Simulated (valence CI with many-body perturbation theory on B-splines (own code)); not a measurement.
Level structure of Ge XXVII

Calculated by valence CI with perturbative core correlation (CI+MBPT): four valence electrons over a frozen Dirac-Fock core [He], radial functions for each j: 11 s, 11 p, 9 d, 7 f, 5 g, 2 h, 1 i, with the one-electron correlation potential Σ1 (screened to all orders), the two-electron term Σ2, the three-electron term Σ3, Breit, model QED; selected single and double excitations, second order for the rest (own B-spline code, finite nucleus).

No measured spectrum was set against this ion. As an estimate, large intervals hold to a few tenths of a per cent, small ones and those within an open d or f shell to about a per cent. Among the levels kept, up to 270 cm⁻¹ of a level comes from second order outside the variational space, and about a tenth of that is noise between levels of different J, which matters for small intervals.

Levels 1 to 45 of 116, with energies above the lowest level, (2s^2 2p1/2^2) J=0. "Leading %" is the weight of the configuration and term that name the level; weights of strongly mixed levels are sums over their largest components and can fall short. In the jj column 3d3/2^4 stands for four electrons in 3d with j = 3/2.

```tsv
No.	Configuration	Term	J	E (eV)	Leading %	g	Leading jj
1	2s²2p²	³P	0	0.0	82		2s^2 2p1/2^2 (95 %)
2	2s²2p²	³P	1	27.3	99	1.496	2s^2 2p1/2 2p3/2 (99 %)
3	2s²2p²	³P	2	35.7	56	1.278	2s^2 2p1/2 2p3/2 (94 %)
4	2s²2p²	¹D	2	69.7	56	1.211	2s^2 2p3/2^2 (93 %)
5	2s²2p²	¹S	0	90.3	80		2s^2 2p3/2^2 (94 %)
6	2s2p³	⁵S°	2	104.2	86	1.918	2s 2p1/2^2 2p3/2 (57 %)
7	2s2p³	³D°	1	145.7	68	0.799	2s 2p1/2^2 2p3/2 (75 %)
8	2s2p³	³D°	2	150.3	70	1.296	2s 2p1/2 2p3/2^2 (68 %)
9	2s2p³	³D°	3	160.5	100	1.327	2s 2p1/2 2p3/2^2 (100 %)
10	2s2p³	³P°	0	178.6	100		2s 2p1/2 2p3/2^2 (100 %)
11	2s2p³	³P°	1	182.1	63	1.301	2s 2p1/2 2p3/2^2 (83 %)
12	2s2p³	³P°	2	187.9	43	1.293	2s 2p1/2 2p3/2^2 (54 %)
13	2s2p³	³S°	1	202.7	60	1.645	2s 2p1/2 2p3/2^2 (78 %)
14	2s2p³	¹D°	2	219.1	70	1.139	2s 2p3/2^3 (58 %)
15	2s2p³	¹P°	1	244.9	66	1.233	2s 2p3/2^3 (81 %)
16	2p⁴	³P	2	295.5	81	1.405	2p1/2^2 2p3/2^2 (96 %)
17	2p⁴	³P	0	315.2	66		2p1/2^2 2p3/2^2 (87 %)
18	2p⁴	³P	1	326.9	99	1.496	2p1/2 2p3/2^3 (99 %)
19	2p⁴	¹D	2	338.1	81	1.083	2p1/2 2p3/2^3 (96 %)
20	2p⁴	¹S	0	385.9	65		2p3/2^4 (87 %)
21	2s²2p3s	³P°	0	1538.6	97		2s^2 2p1/2 3s (97 %)
22	2s²2p3s	³P°	1	1540.1	71	1.357	2s^2 2p1/2 3s (97 %)
23	2s²2p3p	³D	1	1567.5	69	0.674	2s^2 2p1/2 3p1/2 (97 %)
24	2s²2p3s	³P°	2	1574.8	96	1.496	2s^2 2p3/2 3s (96 %)
25	2s²2p3s	¹P°	1	1578.4	70	1.131	2s^2 2p3/2 3s (96 %)
26	2s²2p3p	³P	0	1580.6	76		2s^2 2p1/2 3p1/2 (92 %)
27	2s²2p3p	³P	1	1581.8	37	1.436	2s^2 2p1/2 3p3/2 (93 %)
28	2s²2p3p	³D	2	1583.0	70	1.177	2s^2 2p1/2 3p3/2 (92 %)
29	2s²2p3p	³P	1	1608.2	43	1.323	2s^2 2p3/2 3p1/2 (74 %)
30	2s²2p3d	³F°	2	1610.0	74	0.755	2s^2 2p1/2 3d3/2 (98 %)
31	2s²2p3p	³P	2	1611.4	43	1.277	2s^2 2p3/2 3p1/2 (84 %)
32	2s2p²3s	⁵P	1	1612.2	64	2.218	2s 2p1/2^2 3s (50 %)
33	2s²2p3p	³D	3	1614.1	96	1.331	2s^2 2p3/2 3p3/2 (96 %)
34	2s²2p3p	³S	1	1615.5	49	1.714	2s^2 2p3/2 3p3/2 (75 %)
35	2s²2p3d	³F°	3	1618.6	63	1.116	2s^2 2p1/2 3d5/2 (93 %)
36	2s²2p3d	³P°	2	1618.7	41	1.251	2s^2 2p1/2 3d5/2 (96 %)
37	2s²2p3d	³D°	1	1620.2	58	0.793	2s^2 2p1/2 3d3/2 (96 %)
38	2s2p²3s	³P	0	1624.8	79		2s 2p1/2^2 3s (64 %)
39	2s²2p3p	¹D	2	1625.1	56	1.213	2s^2 2p3/2 3p3/2 (83 %)
40	2s2p²3s	⁵P	2	1632.2	92	1.797	2s 2p1/2 2p3/2 3s (90 %)
41	2s²2p3p	¹S	0	1637.6	68		2s^2 2p3/2 3p3/2 (87 %)
42	2s2p²3p	⁵D°	0	1642.1	80		2s 2p1/2^2 3p1/2 (73 %)
43	2s2p²3p	⁵D°	1	1642.8	48	1.673	2s 2p1/2^2 3p1/2 (70 %)
44	2s2p²3s	⁵P	3	1644.6	82	1.604	2s 2p1/2 2p3/2 3s (72 %)
45	2s2p²3s	³P	1	1645.2	84	1.542	2s 2p1/2 2p3/2 3s (88 %)
```

The ionisation energy to 2s²2p ²P°1/2 of the next ion comes out as 2741.4 eV (NIST: 2737.1 ± 2.3 eV (semi-empirical)). All 116 levels together are meant to be complete up to 1744.6 eV.
